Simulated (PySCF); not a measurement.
An unknown shows these calculated signals:

¹H NMR (500 MHz, computed): δ 6.92 (ddd, J = 11.7, 2.9, 2.0 Hz, 1H), 6.26 (ddd, J = 11.7, 4.0, 1.0 Hz, 1H), 3.49 (m, 1H), 2.48 (m, 1H), 2.33 (m, 1H), 2.31 (m, 1H), 1.92 (m, 1H).

¹³C{¹H} NMR (computed): δ 200.9 (C), 163.0 (C, ddd, J = 367.7, 350.7, 44.2 Hz), 158.4 (CH, d, J = 1.5 Hz), 140.4 (CH), 138.0 (C, ddd, J = 308.2, 52.6, 17.3 Hz), 40.2 (CH2), 39.7 (CH, dd, J = 21.5, 1.8 Hz), 30.2 (CH2).

- NMR shieldings at B97-2/pcSseg-2/GIAO
- J couplings at B3LYP/pcJ-1 (spin–dipole term only in couplings to heteroatoms)
- geometry from PBE0-D3(BJ)/def2-SVP
- run in PySCF 2.14.0 with density-fitted response routines
- a single conformation, no relativistic terms, no solvent

Scale: ¹H and ¹³C against TMS (reference shieldings calculated alike).

Question: Which of these does the molecule contain: a (CH3)2CH unit, a ketone, a C≡C triple bond, a methoxy group, a non-aromatic C=C double bond?

Answer: 
- A (CH3)2CH unit: no.
- A ketone: yes (δC 200.9).
- A C≡C triple bond: no.
- A methoxy group: no.
- A non-aromatic C=C double bond: yes.

The data belong to SMILES O=C1C=C[C@H](C(F)=C(F)F)CC1, C$_{8}$H$_{7}$F$_{3}$O; they needn't prove each group on their own.

Carbon signals by region: 2 in the far downfield region (above 160 ppm), 3 in the sp2 and nitrile region (100–160 ppm), 3 below 50 ppm. Above 160 ppm: 200.9, ketone carbonyl carbon, 163.0, fully substituted alkene carbon.

C–F couplings over four or more bonds (about 3 Hz to the para carbon of a fluoroarene) are left out. Common functionals overestimate the size of one-bond C–F couplings by tens of Hz; these are unscaled. Splittings below 1 Hz are ignored in the labels, and close J values are merged. Unscaled 3J(H,H) at this level run about 10 % above measured values. Shifts are as computed. Against solution values, carbons near 30 ppm lie about +4 ppm off and those near 130 ppm about +7 ppm. Of 1313 compounds with measured shifts, 239 miss one by over three times the rms of a fit or turn the order of signals round; such compounds aren't used in these exercises. Vicinal couplings across rotatable single bonds and in flexible rings belong to the one computed conformer; a conformer average would change them.
